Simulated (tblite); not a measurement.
Compound: C₅H₄F₂N₂O.
Bonds: F1–C2, C2–F3, C2–O4, O4–C5, C5–C6 (aromatic), C6–C7 (aromatic), C7–N8 (aromatic), N8–N9 (aromatic), N9–C10 (aromatic), C5–C10 (aromatic). Hydrogens: H11 on C2; H12 on C6; H13 on C7; H14 on C10.

Computed with GFN2-xTB (tblite), gas phase: nudged elastic band of 9 images (0 to 8), spring 0.2 eV/Å², climbing image at the end, force threshold 0.05 eV/Å. The top image wasn't refined or checked by frequencies; at this threshold it can lie a kcal/mol or more above the true saddle point of the method.

The band describes a rotation about C5–O4 (aromatic carbon bearing oxygen, aryl ether oxygen), followed by the dihedral C6–C5–O4–C2, from the optimised start (-170°) to a second optimised geometry at 9°.

**Question.** How does the energy change from image to image?

**Answer.** 
```tsv
image	dihedral (°)	E (eV)	C5–O4 (Å)	C6···C2 (Å)	largest true force (eV/Å)
0	-170	0.000	1.374	3.60	0.01
1	-147	0.042	1.379	3.54	0.05
2	-124	0.115	1.387	3.43	0.04
3	-99	0.163	1.393	3.26	0.03
4	-73	0.151	1.390	3.09	0.04
5	-48	0.115	1.382	2.96	0.05
6	-28	0.086	1.377	2.92	0.06
7	-10	0.031	1.373	2.87	0.06
8	9	-0.005	1.372	2.85	0.01
```

Barriers of this band. The top is image 3 at -99°: 0.163 eV forward and 0.168 eV back; the end lies 0.005 eV below the start. The central bond is 0.019 Å longer at the top than at the start.

**Question.** What rate follows at 350 K for crossing this barrier forward?

**Answer.** Taking the electronic barrier for the free energy of activation (no zero-point or entropy terms, transmission 1), rate = (kT/h)·exp(−ΔE/kT) ≈ 3 × 10^10 s⁻¹, whose inverse is 3 × 10^-11 s. An error of 1 kcal/mol in the barrier changes this by a factor of 4, and the method and the loose band can each miss by that much or more.

**Question.** How would the two end points share their population at 350 K, from these energies alone?

**Answer.** exp(−ΔE/kT) with ΔE = 0.005 eV gives 0.85 for the higher one (start) against 1 for the lower, without vibrational, rotational or degeneracy terms. GFN2-xTB can put conformers this close in the wrong order.

**Question.** How long is the path, and how are the images spaced?

**Answer.** Cartesian distances between aligned neighbours (all atoms, Å): 0.81, 0.83, 0.85, 0.83, 0.83, 0.82, 0.80, 0.75; the sum is 6.52 Å, and the top lies 38 % of the way along.

The cost below is that of the whole band run. Time: 5.2 s; peak memory 0.18 GiB. Hardware: Intel Xeon Platinum 8488C, one thread (shared host).
